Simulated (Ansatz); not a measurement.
C2H9GaN2S, SMILES `C[N](C)[Ga]([NH2])[SH]` at its PBE0-D4/def2-TZVP geometry, where that method's forces vanish. The species carries charge 0 and has multiplicity 1.

```xyz
15

C     1.6362   -0.2202    0.6998
N     0.5446   -0.3235   -0.2301
C     0.8598   -1.0976   -1.4002
Ga   -1.0729    0.4542    0.0425
N    -1.3929    1.4656    1.5235
S    -2.5803    0.2245   -1.5508
H     1.3639    0.3931    1.5618
H     2.5207    0.2423    0.2366
H     1.9465   -1.2061    1.0780
H     1.1371   -2.1306   -1.1422
H     1.7031   -0.6640   -1.9583
H     0.0065   -1.1468   -2.0802
H    -2.3386    1.7059    1.7711
H    -0.8318    1.3478    2.3515
H    -3.5017    0.9556   -0.9031
```

Task: What forces (eV/Å) does ωB97M-V/def2-TZVPP give on these atoms in Ansatz? (An estimate is asked.)

Result: Computed: 
```
C1   0.267  0.005  0.193
N2  -0.222  0.105  0.047
C3   0.095 -0.178 -0.255
Ga4 -0.017  0.004 -0.057
N5  -0.011 -0.025  0.045
S6  -0.056  0.044  0.048
H7   0.013 -0.038 -0.056
H8  -0.074 -0.039  0.036
H9  -0.027  0.081 -0.034
H10 -0.022  0.085 -0.019
H11 -0.068 -0.035  0.048
H12  0.057  0.002  0.043
H13  0.034  0.009  0.013
H14 -0.030  0.027 -0.013
H15  0.060 -0.046 -0.039
```
